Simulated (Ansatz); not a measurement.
Ga3Sb2⁺. The state is a singlet with charge 1. Geometry r2SCAN-D4/def2-SVP.

```xyz
5

Ga   -1.5047   -0.0351   -0.5686
Ga    0.0647   -0.1218    1.6012
Ga    1.4291    0.1560   -1.0245
Sb    0.1185   -2.1569   -0.1726
Sb   -0.1076    2.1579    0.1645
```

In the def2 sets Sb takes a core potential; there is no spin–orbit coupling. The restricted singlet is unstable towards broken spin symmetry in Hartree–Fock (as tested in another run); at HF/def2-TZVP, LDA (SPW92)/def2-TZVP, PBE-D4/def2-TZVP, r2SCAN-D4/def2-TZVP and others this wasn't settled. Another isomer (singlet) lies 0.53 eV lower at PBE0-D4/def2-TZVP; other spin states weren't run for this one.

(1) Estimate the orbital energies around the gap (eV) in Ansatz with HF/def2-TZVP, LDA (SPW92)/def2-TZVP, PBE-D4/def2-TZVP, r2SCAN-D4/def2-TZVP, PBE0-D4/def2-TZVP.

Answers

(1) 
```json
{"orbital": "HOMO−9", "HF/def2-TZVP": "-37.01", "LDA (SPW92)/def2-TZVP": "-24.67", "PBE-D4/def2-TZVP": "-24.32", "r2SCAN-D4/def2-TZVP": "-24.92", "PBE0-D4/def2-TZVP": "-27.70"}
{"orbital": "HOMO−8", "HF/def2-TZVP": "-25.18", "LDA (SPW92)/def2-TZVP": "-19.46", "PBE-D4/def2-TZVP": "-19.18", "r2SCAN-D4/def2-TZVP": "-19.80", "PBE0-D4/def2-TZVP": "-20.94"}
{"orbital": "HOMO−7", "HF/def2-TZVP": "-22.79", "LDA (SPW92)/def2-TZVP": "-17.92", "PBE-D4/def2-TZVP": "-17.61", "r2SCAN-D4/def2-TZVP": "-18.11", "PBE0-D4/def2-TZVP": "-19.17"}
{"orbital": "HOMO−6", "HF/def2-TZVP": "-17.33", "LDA (SPW92)/def2-TZVP": "-14.36", "PBE-D4/def2-TZVP": "-14.05", "r2SCAN-D4/def2-TZVP": "-14.36", "PBE0-D4/def2-TZVP": "-15.13"}
{"orbital": "HOMO−5", "HF/def2-TZVP": "-16.88", "LDA (SPW92)/def2-TZVP": "-13.91", "PBE-D4/def2-TZVP": "-13.63", "r2SCAN-D4/def2-TZVP": "-13.93", "PBE0-D4/def2-TZVP": "-14.69"}
{"orbital": "HOMO−4", "HF/def2-TZVP": "-16.58", "LDA (SPW92)/def2-TZVP": "-13.76", "PBE-D4/def2-TZVP": "-13.48", "r2SCAN-D4/def2-TZVP": "-13.79", "PBE0-D4/def2-TZVP": "-14.49"}
{"orbital": "HOMO−3", "HF/def2-TZVP": "-12.65", "LDA (SPW92)/def2-TZVP": "-10.55", "PBE-D4/def2-TZVP": "-10.34", "r2SCAN-D4/def2-TZVP": "-10.59", "PBE0-D4/def2-TZVP": "-11.10"}
{"orbital": "HOMO−2", "HF/def2-TZVP": "-12.40", "LDA (SPW92)/def2-TZVP": "-10.41", "PBE-D4/def2-TZVP": "-10.20", "r2SCAN-D4/def2-TZVP": "-10.46", "PBE0-D4/def2-TZVP": "-10.95"}
{"orbital": "HOMO−1", "HF/def2-TZVP": "-12.24", "LDA (SPW92)/def2-TZVP": "-10.05", "PBE-D4/def2-TZVP": "-9.84", "r2SCAN-D4/def2-TZVP": "-10.10", "PBE0-D4/def2-TZVP": "-10.67"}
{"orbital": "HOMO", "HF/def2-TZVP": "-11.01", "LDA (SPW92)/def2-TZVP": "-9.66", "PBE-D4/def2-TZVP": "-9.44", "r2SCAN-D4/def2-TZVP": "-9.64", "PBE0-D4/def2-TZVP": "-10.05"}
{"orbital": "LUMO", "HF/def2-TZVP": "-5.64", "LDA (SPW92)/def2-TZVP": "-9.07", "PBE-D4/def2-TZVP": "-8.82", "r2SCAN-D4/def2-TZVP": "-8.89", "PBE0-D4/def2-TZVP": "-8.23"}
{"orbital": "LUMO+1", "HF/def2-TZVP": "-5.55", "LDA (SPW92)/def2-TZVP": "-8.93", "PBE-D4/def2-TZVP": "-8.69", "r2SCAN-D4/def2-TZVP": "-8.76", "PBE0-D4/def2-TZVP": "-8.12"}
{"orbital": "LUMO+2", "HF/def2-TZVP": "-3.97", "LDA (SPW92)/def2-TZVP": "-7.59", "PBE-D4/def2-TZVP": "-7.34", "r2SCAN-D4/def2-TZVP": "-7.30", "PBE0-D4/def2-TZVP": "-6.70"}
{"orbital": "LUMO+3", "HF/def2-TZVP": "-3.52", "LDA (SPW92)/def2-TZVP": "-7.28", "PBE-D4/def2-TZVP": "-7.02", "r2SCAN-D4/def2-TZVP": "-6.94", "PBE0-D4/def2-TZVP": "-6.34"}
{"orbital": "LUMO+4", "HF/def2-TZVP": "-1.73", "LDA (SPW92)/def2-TZVP": "-5.24", "PBE-D4/def2-TZVP": "-5.01", "r2SCAN-D4/def2-TZVP": "-4.78", "PBE0-D4/def2-TZVP": "-4.31"}
{"orbital": "LUMO+5", "HF/def2-TZVP": "-1.51", "LDA (SPW92)/def2-TZVP": "-5.04", "PBE-D4/def2-TZVP": "-4.81", "r2SCAN-D4/def2-TZVP": "-4.56", "PBE0-D4/def2-TZVP": "-4.12"}
```
